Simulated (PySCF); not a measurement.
Computed shifts of a molecule CH₃F₃Si, KT2/pcSseg-1 (PySCF), GIAO, gas phase, equivalent atoms averaged, in ppm (number of nuclei): ¹⁹F: -190.3 (2), -338.2 (1). ¹³C: 78.4 (1). ²⁹Si: -6.5 (1). ¹H: 5.30 (1), 4.78 (2). References: ¹⁹F against CFCl3 (σ = 127.1 ppm); ¹³C against TMS (σ = 185.1 ppm); ²⁹Si against TMS (σ = 361.9 ppm); ¹H against TMS (σ = 31.47 ppm), references at their B3LYP-D3(BJ)/def2-TZVP geometries, non-relativistic. The structure is a stationary point at ωB97X-D3(BJ)/def2-SVP. One conformer was computed; it need not be the lowest.

Task: Which structure fits?
A) FC(F)(F)[SiH3]
B) F[SiH2]C(F)F
C) FC[SiH](F)F
D) C[Si](F)(F)F

Result: C, FC[SiH](F)F
